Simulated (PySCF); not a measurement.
A side-by-side comparison of computed properties.

First species: C4H12Si3.
SMILES: `C#C[SiH2][SiH2][C@@H](C)[SiH3]`

Second species: C4H12Si3.
Bonds: C1–C2 (triple), C2–C3, C3–C4, C4–Si5, Si5–Si6, Si5–Si7. Hydrogens: H8 on C1; H9, H10 on C3; H11, H12 on C4; H13 on Si5; H14, H15, H16 on Si6; H17, H18, H19 on Si7.

Levels: CAM-B3LYP/def2-SVPD for dipole moment, HOMO energy, LUMO energy, HOMO–LUMO gap, static isotropic polarisability and electronic spatial extent ⟨r²⟩ about the centre of nuclear charge; TDDFT CAM-B3LYP/def2-SVPD for lowest singlet excitation; TDA CAM-B3LYP/def2-SVPD for lowest triplet excitation (Tamm–Dancoff); GFN2-xTB for rotational constant A and rotational constant C. Geometries: GFN2-xTB. Each structure is a single optimised conformer of the isolated species, non-relativistic unless stated. Electronic properties by PySCF.

Dipoles, sizes and rotational constants follow the conformer. The torsions of the flexible species, by atom-mapped SMILES:
- `[CH:1]#[C:2][SiH2:3][SiH2:4][C@@H:5]([CH3:6])[SiH3:7]`: C2–Si3–Si4–C5 65°, Si3–Si4–C5–C6 -62°
- `[CH:1]#[C:2][CH2:3][CH2:4][SiH:5]([SiH3:6])[SiH3:7]`: C2–C3–C4–Si5 -179°, C3–C4–Si5–Si6 -64°

Question: Which has the higher rotational constant C?

Answer: The first: 0.745 GHz against 0.586 GHz, a difference of 0.159 GHz.

Question: Which has the higher rotational constant A?

Answer: The first: 1.913 GHz against 1.624 GHz, a difference of 0.289 GHz.

Question: Which has the higher static isotropic polarisability?

Answer: The second: 133.9 au against 126.7 au, a difference of 7.2 au.

Question: Which of the two has the higher HOMO–LUMO gap, and by how much?

Answer: The first: 9.78 eV against 9.44 eV, a difference of 0.34 eV.

Question: Which of the two has the higher S1 energy, and by how much?

Answer: The second: 6.55 eV against 6.06 eV, a difference of 0.49 eV.

Question: Which has the higher LUMO energy?

Answer: The first: 0.64 eV against 0.33 eV, a difference of 0.31 eV.

Question: Which of the two has the higher dipole moment, and by how much?

Answer: The first: 0.97 D against 0.40 D, a difference of 0.57 D.

Question: Which of the two has the higher T1 energy, and by how much?

Answer: The second: 5.50 eV against 5.04 eV, a difference of 0.46 eV.

On the first: No computed singlet falls in the visible range (750 to 380 nm, 1.65 to 3.26 eV); S1 lies 2.80 eV above its blue end. A dipole of 0.97 D is allowed in C1, and pure rotational transitions are dipole-allowed.

On the second: The vertical singlet–triplet gap S1 − T1 is 1.05 eV (TDDFT singlet less Tamm–Dancoff triplet). The dipole equals about 1.3 × 10⁻³⁰ C·m (1 D = 3.33564 × 10⁻³⁰ C·m).
